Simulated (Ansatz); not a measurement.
Ansatz (an electronic-structure program) input (B3LYP-D3(BJ)/def2-TZVP):

Ansatz 0.2 input:
```yaml
crystal:
  periodic: [false, false, false]
  atoms:
    - {symbol: C, position_ang: [-1.62124718, 0.47984121, 0.19445489]}
    - {symbol: C, position_ang: [-1.28416156, -0.84888125, 0.24452193]}
    - {symbol: O, position_ang: [0.02739381, -1.03625092, 0.07465214]}
    - {symbol: C, position_ang: [0.59828200, 0.19429515, -0.09567457]}
    - {symbol: C, position_ang: [-0.40508663, 1.12488564, -0.02352360]}
    - {symbol: C, position_ang: [2.02700155, 0.29270897, -0.30303943]}
    - {symbol: O, position_ang: [2.64107715, 1.31612609, -0.46438859]}
    - {symbol: H, position_ang: [-2.59317611, 0.91239856, 0.30006632]}
    - {symbol: H, position_ang: [-1.89085993, -1.72157551, 0.39366228]}
    - {symbol: H, position_ang: [2.52270153, -0.69704886, -0.29923594]}
basis:
  gaussian:
    orbitals: def2-TZVP
hamiltonian:
  xc: b3lyp
  dispersion: d3bj
magnetization: {spin_polarized: true, initial_magnetization: 1}
relax: {f_tol: 0.002, max_steps: 150}
```

End of the output:

```
mean field -9327.68536284 eV, -342.7861145521 hartree, gradient 1.8e-5 eV, S^2 0.759219; 1 other end points of the search recorded, 0 dependent functions left out
the calculation of the forces begins
reference -9327.68561955 eV, -342.7861239862 hartree; 25, 24 occupied and 210, 211 virtual orbitals, 1334 factors
Total energy: -9328.07642215 eV, -342.8004857168 hartree
Atom 0 at    -1.634693     0.480902     0.196499 Å, force     0.001045    -0.000557     0.000000 eV/Å
Atom 1 at    -1.294939    -0.842930     0.245921 Å, force    -0.000370     0.000144    -0.000108 eV/Å
Atom 2 at     0.031332    -1.024540     0.073259 Å, force     0.000121     0.000434    -0.000446 eV/Å
Atom 3 at     0.601768     0.226799    -0.098555 Å, force    -0.000616    -0.000035     0.000240 eV/Å
Atom 4 at    -0.408281     1.132261    -0.023389 Å, force    -0.000308     0.000260     0.000725 eV/Å
Atom 5 at     2.036396     0.281421    -0.303505 Å, force    -0.000292    -0.000514    -0.000407 eV/Å
Atom 6 at     2.659061     1.305827    -0.466026 Å, force     0.000401    -0.000541     0.000106 eV/Å
Atom 7 at    -2.618328     0.903236     0.303724 Å, force    -0.000147     0.000113    -0.000590 eV/Å
Atom 8 at    -1.878411    -1.735816     0.393026 Å, force    -0.000040    -0.000192     0.000503 eV/Å
Atom 9 at     2.528019    -0.710663    -0.299459 Å, force     0.000207     0.000888    -0.000023 eV/Å
Dipole moment:    -0.729275    -0.491880     0.138393 e Å
```

It need not be the lowest isomer of its formula.
